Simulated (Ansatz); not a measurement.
The same path of BrCl3HIn (6 atoms, charge 0, multiplicity 1) was run twice with different band settings. Lost on the way: In1–Cl2, Br5–H6. Made: In1–Br5, Cl2–H6.

Method: RHF/def2-SVP in Ansatz 0.2.0.

Relaxed end points:

```xyz
6
Properties=species:S:1:pos:R:3
In 0.008 0.093 0.076
Cl 0.005 0.703 2.341
Cl 2.019 0.145 -1.107
Cl -2.013 0.040 -1.088
Br 0.083 -2.876 0.997
H 0.087 -2.426 2.337
```

```xyz
6
Properties=species:S:1:pos:R:3
In 0.027 -0.715 -0.345
Cl 0.023 0.046 2.522
Cl 2.009 0.362 -0.945
Cl -2.013 0.262 -0.924
Br 0.090 -3.112 0.311
H 0.055 -1.162 2.937
```

Common settings: movable images 5; climbing image yes; spring 5.0 eV/Å²; optimiser quadratic models (default); start path through a guess of the saddle point; force threshold 0.03 eV/Å; end points relaxed.

| run | iteration limit |
| --- | --- |
| 1 | 60 |
| 2 | 10 |

(1) What does each run give, and how far can it be trusted?

## Answers

(1) Run 1: converged after 6 iterations, highest image 0.688 eV above the first end. A vibrational analysis at the climbing image gives one clearly imaginary mode, 1243i cm⁻¹: a first-order saddle point.
Run 2: converged after 6 iterations, highest image 0.688 eV above the first end. Another band between the same ends (5 images) ends at a top of the same energy, where a vibrational analysis finds 1 clearly imaginary mode.
The orbitals stay closed-shell, which can raise the energy where a bond breaks towards radicals; this wasn't checked here.
